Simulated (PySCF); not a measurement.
**First-order multiplets**

Molfile (atoms numbered from 1):
```
C5H5NO
     RDKit          3D

 12 12  0  0  0  0  0  0  0  0999 V2000
   -2.7553   -0.2164    0.5006 N   0  0  0  0  0  0  0  0  0  0  0  0
   -1.8563   -0.0237   -0.3790 C   0  0  0  0  0  0  0  0  0  0  0  0
   -0.4120   -0.0410   -0.1972 C   0  0  0  0  0  0  0  0  0  0  0  0
    0.4131   -0.2423    0.8826 C   0  0  0  0  0  0  0  0  0  0  0  0
    1.7448   -0.1261    0.3963 C   0  0  0  0  0  0  0  0  0  0  0  0
    1.6300    0.1364   -0.9404 C   0  0  0  0  0  0  0  0  0  0  0  0
    0.3402    0.1880   -1.3021 O   0  0  0  0  0  0  0  0  0  0  0  0
   -2.3305   -0.3991    1.4171 H   0  0  0  0  0  0  0  0  0  0  0  0
   -2.1729    0.1850   -1.4144 H   0  0  0  0  0  0  0  0  0  0  0  0
    0.1012   -0.4485    1.9045 H   0  0  0  0  0  0  0  0  0  0  0  0
    2.6689   -0.2234    0.9617 H   0  0  0  0  0  0  0  0  0  0  0  0
    2.3595    0.3042   -1.7288 H   0  0  0  0  0  0  0  0  0  0  0  0
  8  1  1  0
  1  2  2  0
  2  3  1  0
  3  4  2  0
  4  5  1  0
  5  6  2  0
  6  7  1  0
  7  3  1  0
  2  9  1  0
  4 10  1  0
  5 11  1  0
  6 12  1  0
M  END
```

[PySCF: GIAO KT2/pcSseg-2 shieldings; PBE0-D3(BJ)/def2-SVP geometry; B3LYP/pcJ-1 coupling constants (spin–dipole term only in couplings to heteroatoms); non-relativistic; one computed conformer; in vacuum]

Scale: TMS for 13C (σ = 182.28 ppm), 1H (σ = 31.18 ppm) (reference shieldings calculated alike).

Spectrometer: 600 MHz for 1H. First-order analysis; couplings under 1 Hz (under 4 Hz in carbon signals) are ignored, and nearly equal couplings are merged; the smaller ones broaden or split the lines further.

**Question.** What pattern does C3 show in the proton-coupled 13C spectrum?

**Answer.** A doublet of doublets of triplets at δ 152.8: 10.6 Hz to H10 (1 × 1H, 2 bonds away), 8.7 Hz to H9 (1 × 1H, 2 bonds away), 7.0 Hz to H11 and H12 (2 × 1H, 3 bonds away). Lines in Hz from the centre (relative intensity): +16.6 (1), +9.7 (2), +8.0 (1), +6.0 (1), +2.6 (1), +0.9 (2), -0.9 (2), -2.6 (1), -6.0 (1), -8.0 (1), -9.7 (2), -16.6 (1). The outer lines are 33.3 Hz apart, the sum of the couplings kept, or 0.221 ppm at this field.

**Question.** What pattern does H11 show (1H)?

**Answer.** A doublet of doublets at δ 6.57: 4.1 Hz to H10 (1 × 1H, 3 bonds away), 2.1 Hz to H12 (1 × 1H, 3 bonds away). Lines in Hz from the centre (relative intensity): +3.1 (1), +1.0 (1), -1.0 (1), -3.1 (1). The outer lines are 6.2 Hz apart, the sum of the couplings kept, or 0.010 ppm at this field.

**Question.** What pattern does H12 show (1H)?

**Answer.** A doublet at δ 7.45: 2.1 Hz to H11 (1 × 1H, 3 bonds away). Lines in Hz from the centre (relative intensity): +1.1 (1), -1.1 (1). The outer lines are 2.1 Hz apart, the sum of the couplings kept, or 0.004 ppm at this field.

**Question.** What pattern does H10 show (1H)?

**Answer.** A doublet at δ 6.90: 4.1 Hz to H11 (1 × 1H, 3 bonds away). Lines in Hz from the centre (relative intensity): +2.0 (1), -2.0 (1). The outer lines are 4.1 Hz apart, the sum of the couplings kept, or 0.007 ppm at this field.

The OH or NH signal is concentration- and solvent-dependent in practice; the value given is the gas-phase one. Unscaled 3J(H,H) at this level run about 10 % above measured values.
